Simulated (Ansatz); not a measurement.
Computed with Ansatz on PBE0-D4/def2-TZVP structures; ΔE is electronic, products minus reactants. CBS: MP2 limit from def2 TZ/QZ plus the TZ coupled-cluster correction, frozen cores. This one scheme is used for every species. DFT in def2-TZVPP. Each species was taken in one conformer, which may not be the lowest.

`C=N[SiH2]C` → `C=N` + `C[SiH]`  (silylene formation by 1,1-elimination)

```json
{"level": "r2SCAN-D4", "ΔE (kcal/mol)": "69.9"}
{"level": "B97M-V", "ΔE (kcal/mol)": "65.4"}
{"level": "r2SCAN", "ΔE (kcal/mol)": "69.3"}
{"level": "CCSD(T)/def2-SVP", "ΔE (kcal/mol)": "60.2"}
{"level": "MP2/def2-TZVPP", "ΔE (kcal/mol)": "69.2"}
{"level": "SCS-MP2/def2-TZVPP", "ΔE (kcal/mol)": "66.6"}
{"level": "MP2/def2-QZVPP", "ΔE (kcal/mol)": "70.2"}
{"level": "SCS-MP2/def2-QZVPP", "ΔE (kcal/mol)": "67.6"}
```

What does CCSD(T)/CBS give? (Best estimate.)

Ansatz gave: +65.4 kcal/mol. The listed levels differ from it by 4.5, 0.0, 3.9, -5.2, 3.8, 1.2, 4.8, 2.2 kcal/mol.

Largest T1 diagnostic among the species: 0.012.

The D4 term adds +3.0 kcal/mol with B3LYP and +1.7 kcal/mol with PBE0; it sums over pairs of atoms, weighted by their polarisabilities, and B3LYP, whose exchange is more repulsive, gets the larger term. From PBE to PBE0 (25 % exact exchange), in def2-TZVPP and without D4, ΔE moves by +2.9 kcal/mol.

B3LYP here is the variant with VWN-RPA as its local correlation; programs differ in this.
